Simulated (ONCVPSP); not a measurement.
boron: ONCV pseudisation with PBE, scalar-relativistic reference atom.

| Quantity | Value |
| --- | --- |
| Element | B (Z = 5) |
| Generator | ONCVPSP 4.0.1 |
| Type | optimised norm-conserving Vanderbilt (ONCV) |
| Functional | PBE |
| Relativity | scalar-relativistic |
| Frozen core | none |
| Valence charge | 5 |
| Reference configuration | 1s2 2s2 2p1 |
| Partial waves | 1s+2s: rc 0.60 bohr, ncon 3, nbas 6, qcut 15.7 1/bohr, 2 projectors; 2p: rc 3.25 bohr, ncon 4, nbas 7, qcut 5.3 1/bohr, 1 projector |
| Local potential | polynomial inside 0.40 bohr (lpopt 3, dvloc0 3 Ha) |
| Core correction | none |

Question: Estimate the cutoffs (Ha) at which the residual kinetic energy of the hardest occupied pseudo-wave falls to 1 and 0.1 mHa per electron.

Answer: 115 Ha and 262 Ha.

Question: What does a ghost test show?

Answer: No bound ghost flagged; GHOST(+) flagged for p at 25.5 eV.

Question: Which valence shell sets the plane-wave cutoff?

Answer: 1s: 115 Ha for 1 mHa per electron, against 99 Ha for 2s.

Its largest configuration-test error is +250 meV (1s2 2s1 2p0). 1 of 4 tests not solved or not reliable.
